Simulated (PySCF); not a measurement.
C4H6ClF, SMILES C(/[C@H](F)C)=C/Cl.

Geometry: PBE0-D3(BJ)/def2-SVP. The structure was generated by enumeration; whether it is a known compound was not checked. Other conformers were not sampled.

Two levels are set side by side: PBE/def2-TZVP (PySCF) and B3LYP/def2-TZVP (PySCF). Same geometry, gas phase. Differences are taken from unrounded values.

```json
[
 {"quantity": "orbital gap (eV)", "PBE": "4.95"},
 {"quantity": "highest occupied level (eV)", "PBE": "-6.34"},
 {"quantity": "lowest empty level (eV)", "PBE": "-1.40"},
 {"quantity": "dipole moment (D)", "PBE": "1.19"},
 {"quantity": "mean polarisability (bohr³)", "PBE": "62.7"}
]
```

Q: These are the PBE values. What does B3LYP give? (Estimate from the structure and the level; the computed values follow.)

A: 
```csv
quantity,B3LYP,PBE minus B3LYP
orbital gap (eV),6.66,-1.71
highest occupied level (eV),-7.30,0.96
lowest empty level (eV),-0.64,-0.75
dipole moment (D),1.27,-0.08
mean polarisability (bohr³),61.2,1.5
```

PBE's occupied levels lie high since its potential decays too fast outside the molecule; exact exchange lowers them and widens the gap. Differences between two approximate levels are no errors against the true value.

Rough cost on one machine, each run with all the roots and properties that it gave: B3LYP against PBE within a factor of 2.
